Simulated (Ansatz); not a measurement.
System: sum formula SiHS2Cl2, charge 0, multiplicity 2. It need not be the lowest isomer of its formula. 
Structure (B3LYP-D3(BJ)/def2-TZVP (Ansatz, a quantum-chemistry and plane-wave program) minimum search):
```
Si
Cl 1 2.0464
Cl 1 2.0486 2 107.74
S 1 2.0760 2 115.91 3 128.66
S 1 2.1426 2 106.15 3 -120.97
H 5 1.3456 1 93.42 2 167.49
```
Charge 0, spin multiplicity 2.

Property: atomisation energy (electronic, to ground-state atoms), in kJ/mol. Valence correlation only, unless marked. UHF or UKS for open shells. Spin-orbit coupling is left out. Non-relativistic unless marked X2C. The coupled-cluster limit lacks core correlation, which all-electron functionals hold. CBS marks a two-point X^-3 extrapolation of the correlation energy; Hartree-Fock from the larger set.

| level | program | atomisation energy (kJ/mol) |
|---|---|---|
| HF/6-31G* | Ansatz | 1168.7 |
| HF/cc-pV(D+d)Z | Ansatz | 1206.1 |
| SVWN5/def2-TZVPD | Ansatz | 2109.2 |
| B3LYP-D4/def2-TZVPD | Ansatz + dftd4 | 1771.5 |
| PBE0/def2-TZVP | Ansatz | 1791.8 |
| r2SCAN0/def2-TZVPD | Ansatz | 1787.5 |
| HSE06-D4/def2-TZVPD | Ansatz + dftd4 | 1819.5 |

Task: What does CCSD(T)/CBS(cc-pV(T+d)Z,cc-pV(Q+d)Z) (Ansatz) give?

Result: 1809.3 kJ/mol, so HSE06-D4/def2-TZVPD differs from it by 10.2 kJ/mol.
